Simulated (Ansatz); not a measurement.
All numbers were calculated with Ansatz.

A structure relaxed at PBE0-D4/def2-TZVP, charge 0, multiplicity 1:

Cartesian coordinates in Å:
```
C 0.3266 -0.1136 -1.4403
C -0.2443 0.7856 -0.3540
Sn -0.2007 -0.1575 1.5539
F 1.6429 -0.6118 1.8527
Cl -1.2653 -2.2161 1.3719
H -0.2379 -1.0441 -1.5291
H 0.2912 0.3900 -2.4100
H 1.3671 -0.3748 -1.2387
H -1.2839 1.0559 -0.5530
H 0.3235 1.7138 -0.2530
H -0.7192 0.5726 2.9995
```

(1) Give its formula and SMILES.

(2) Summarise the bond lengths by kind.

Results:

(1) C2H6ClFSn, `C[CH2][SnH]([F])[Cl]`.

(2) 1 × C–C 1.521 Å; 5 × C–H 1.092 to 1.093 Å; 1 × C–Sn 2.129 Å; 1 × F–Sn 1.922 Å; 1 × Cl–Sn 2.325 Å; 1 × H–Sn 1.700 Å.
